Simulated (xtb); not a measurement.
xtb input (GFN1-xTB):

```bash
xtb mol.xyz --gfn 1 --sp --chrg 0 --uhf 0
```
mol.xyz:
```
5

Ti     1.41558236    -0.30940364     0.90678127
I     -0.69393227     0.15167268    -0.44451302
H      2.74833958     0.35168785     0.10557073
H      1.26551049     0.39517971     2.43526510
H      1.62174865    -1.97863958     1.06916633
```

Output:

```
           -------------------------------------------------
          |                Calculation Setup                |
           -------------------------------------------------

           -------------------------------------------------
          |                 G F N 1 - x T B                 |
           -------------------------------------------------

        Reference                      10.1021/acs.jctc.7b00118
      * Hamiltonian:
        H0-scaling (s, p, d)           1.850000    2.250000    2.000000
        zeta-weighting                 0.000000
      * Dispersion:
        s8                             2.400000
        a1                             0.630000
        a2                             5.000000
        s9                             0.000000
      * Repulsion:
        kExp                           1.500000
        rExp                           1.000000
      * Coulomb:
        alpha                          2.000000
        third order                    atomic
        anisotropic                    false
      * Halogen bond correction:
        rad-scale                      1.300000
        damping                        0.440000

          ...................................................
          :                      SETUP                      :
          :.................................................:
          :  # basis functions                  26          :
          :  # atomic orbitals                  24          :
          :  # shells                           12          :
          :  # electrons                        14          :
          :  # halogen bonds                     0          :
          :  max. iterations                   250          :
          :  Hamiltonian                  GFN1-xTB          :
          :  restarted?                      false          :
          :  GBSA solvation                  false          :
          :  PC potential                    false          :
          :  electronic temp.          300.0000000     K    :
          :  accuracy                    1.0000000          :
          :  -> integral cutoff          0.2500000E+02      :
          :  -> integral neglect         0.1000000E-07      :
          :  -> SCF convergence          0.1000000E-05 Eh   :
          :  -> wf. convergence          0.2000000E-04 e    :
          :  Broyden damping             0.4000000          :
          :  net charge                          0          :
          :  unpaired electrons                  0          :
          ...................................................

 iter      E             dE          RMSdq      gap      omega  full diag
   1     -4.9814533 -0.498145E+01  0.327E+01    0.04       0.0  T
   2     15.9922281  0.209737E+02  0.352E+01    0.06       1.0  T
   3     -5.9496905 -0.219419E+02  0.156E+01    3.42       1.0  T
   4     -6.4651106 -0.515420E+00  0.119E+01    3.06       1.0  T
   5     -6.5354935 -0.703829E-01  0.910E+00    2.74       1.0  T
   6     -6.7233291 -0.187836E+00  0.740E+00    0.82       1.0  T
   7     -8.5100196 -0.178669E+01  0.394E+01    0.17       1.0  T
   8     -6.1833428  0.232668E+01  0.231E+01    0.13       1.0  T
   9     -6.2062654 -0.229227E-01  0.246E+01    0.11       1.0  T
  10     -6.0830895  0.123176E+00  0.198E+01    0.15       1.0  T
  11     -6.0793444  0.374510E-02  0.199E+01    0.15       1.0  T
  12     -6.6978289 -0.618485E+00  0.588E+00    1.21       1.0  T
  13     -6.7958532 -0.980243E-01  0.460E+00    1.64       1.0  T
  14     -6.8098854 -0.140322E-01  0.434E+00    1.46       1.0  T
  15     -6.8473079 -0.374225E-01  0.359E+00    1.42       1.0  T
  16     -6.9151451 -0.678373E-01  0.165E+00    1.66       1.0  T
  17     -6.9250714 -0.992626E-02  0.120E+00    1.80       1.0  T
  18     -6.9225742  0.249721E-02  0.134E+00    1.86       1.0  T
  19     -6.9314223 -0.884814E-02  0.709E-01    1.79       1.0  T
  20     -6.9346845 -0.326219E-02  0.221E-01    1.73       1.0  T
  21     -6.9349769 -0.292363E-03  0.980E-02    1.71       1.0  T
  22     -6.9350225 -0.456039E-04  0.530E-02    1.70       1.0  T
  23     -6.9350379 -0.153892E-04  0.229E-02    1.70       1.9  T
  24     -6.9350417 -0.381540E-05  0.252E-03    1.69      17.7  T
  25     -6.9350416  0.327427E-07  0.313E-03    1.69      14.3  T
  26     -6.9350417 -0.574426E-07  0.216E-04    1.69     206.9  T
  27     -6.9350417 -0.125794E-09  0.892E-05    1.69     501.6  T
  28     -6.9350417 -0.461835E-10  0.164E-05    1.69    2725.8  T

   *** convergence criteria satisfied after 28 iterations ***

         #    Occupation            Energy/Eh            Energy/eV
      -------------------------------------------------------------
         1        2.0000           -0.8831253             -24.0311
         2        2.0000           -0.6137936             -16.7022
         3        2.0000           -0.4391950             -11.9511
         4        2.0000           -0.4391950             -11.9511
         5        2.0000           -0.4260646             -11.5938
         6        2.0000           -0.4114600             -11.1964
         7        2.0000           -0.4114600             -11.1964 (HOMO)
         8                         -0.3491926              -9.5020 (LUMO)
         9                         -0.3491926              -9.5020
        10                         -0.3347330              -9.1085
        11                         -0.3225598              -8.7773
        12                         -0.3225598              -8.7773
       ...                                ...                  ...
        24                          1.0535551              28.6687
      -------------------------------------------------------------
                  HL-Gap            0.0622674 Eh            1.6944 eV
             Fermi-level           -0.3803983 Eh          -10.3512 eV

 SCC (total)                   0 d,  0 h,  0 min,  0.010 sec
 SCC setup                      ...        0 min,  0.000 sec (  2.051%)
 Dispersion                     ...        0 min,  0.000 sec (  0.757%)
 classical contributions        ...        0 min,  0.000 sec (  0.403%)
 integral evaluation            ...        0 min,  0.002 sec ( 17.224%)
 iterations                     ...        0 min,  0.006 sec ( 54.845%)
 molecular gradient             ...        0 min,  0.002 sec ( 22.354%)
 printout                       ...        0 min,  0.000 sec (  2.105%)

         :::::::::::::::::::::::::::::::::::::::::::::::::::::
         ::                     SUMMARY                     ::
         :::::::::::::::::::::::::::::::::::::::::::::::::::::
         :: total energy              -6.912369722543 Eh    ::
         :: gradient norm              0.050673680514 Eh/a0 ::
         :: HOMO-LUMO gap              1.694381399131 eV    ::
         ::.................................................::
         :: SCC energy                -6.935041695220 Eh    ::
         :: -> electrostatic           0.027396416119 Eh    ::
         :: repulsion energy           0.024037010955 Eh    ::
         :: dispersion energy         -0.001365038278 Eh    ::
         :: halogen bond corr.         0.000000000000 Eh    ::
         :: add. restraining           0.000000000000 Eh    ::
         :: total charge               0.000000000000 e     ::
         :::::::::::::::::::::::::::::::::::::::::::::::::::::

           -------------------------------------------------
          |                Property Printout                |
           -------------------------------------------------

    * Orbital Energies and Occupations

         #    Occupation            Energy/Eh            Energy/eV
      -------------------------------------------------------------
         1        2.0000           -0.8831253             -24.0311
Note: The following floating-point exceptions are signalling: IEEE_UNDERFLOW_FLAG IEEE_DENORMAL
normal termination of xtb
         2        2.0000           -0.6137936             -16.7022
         3        2.0000           -0.4391950             -11.9511
         4        2.0000           -0.4391950             -11.9511
         5        2.0000           -0.4260646             -11.5938
         6        2.0000           -0.4114600             -11.1964
         7        2.0000           -0.4114600             -11.1964 (HOMO)
         8                         -0.3491926              -9.5020 (LUMO)
         9                         -0.3491926              -9.5020
        10                         -0.3347330              -9.1085
        11                         -0.3225598              -8.7773
        12                         -0.3225598              -8.7773
        13                         -0.0697258              -1.8973
        14                         -0.0697258              -1.8973
        15                         -0.0696393              -1.8950
        16                         -0.0521345              -1.4187
        17                         -0.0521345              -1.4187
        18                         -0.0485307              -1.3206
       ...                                ...                  ...
        24                          1.0535551              28.6687
      -------------------------------------------------------------
                  HL-Gap            0.0622674 Eh            1.6944 eV
             Fermi-level           -0.3803983 Eh          -10.3512 eV

  Mulliken/CM5 charges         n(s)   n(p)   n(d)
     1Ti    0.69925  0.72257   1.036  1.089  1.176
     2I    -0.07960 -0.12593   1.936  5.159 -0.015
     3H    -0.20655 -0.19888   1.207  0.000  0.000
     4H    -0.20655 -0.19888   1.207  0.000  0.000
     5H    -0.20655 -0.19888   1.207  0.000  0.000

Wiberg/Mayer (AO) data.
largest (>0.10) Wiberg bond orders for each atom

 ---------------------------------------------------------------------------
     #   Z sym  total        # sym  WBO       # sym  WBO       # sym  WBO
 ---------------------------------------------------------------------------
     1  22 Ti   4.261 --     2 I    1.477     4 H    0.928     5 H    0.928
                             3 H    0.928
     2  53 I    1.514 --     1 Ti   1.477
     3   1 H    0.957 --     1 Ti   0.928
     4   1 H    0.957 --     1 Ti   0.928
     5   1 H    0.957 --     1 Ti   0.928
 ---------------------------------------------------------------------------

Topologies differ in total number of bonds
Writing topology from bond orders to xtbtopo.mol

 dipole moment from electron density (au)
     X       Y       Z
  -0.2743   0.0600  -0.1757  total (Debye):    0.842

           -------------------------------------------------
          | TOTAL ENERGY               -6.912369722543 Eh   |
          | GRADIENT NORM               0.050673680514 Eh/α |
          | HOMO-LUMO GAP               1.694381399131 eV   |
           -------------------------------------------------

------------------------------------------------------------------------
------------------------------------------------------------------------
 total:
 SCF:
```
